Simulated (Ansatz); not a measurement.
Z-matrix (Å, degrees):
```
C
B 1 1.561
O 1 1.415 2 116.1
H 1 1.105 2 108.0 3 -125.5
H 1 1.098 2 108.8 3 121.5
F 2 1.322 1 119.2 3 -174.6
H 2 1.204 1 123.4 3 6.9
H 3 0.960 1 108.7 2 -30.0
```

Charge 0, multiplicity 1.

(1) List the r2SCAN/def2-TZVPP orbital energies in eV (Ansatz). (Best estimate.)

Results:

(1) Computed: Occupied: -666.82, -515.86, -274.08, -181.94, -32.21, -26.98, -18.06, -14.38, -13.03, -12.14, -11.91, -11.29, -10.93, -9.29, -7.77, -6.65. Lowest empty: -1.52, 0.78, 1.35, 2.24, 2.89, 3.52, 3.95, 4.82.
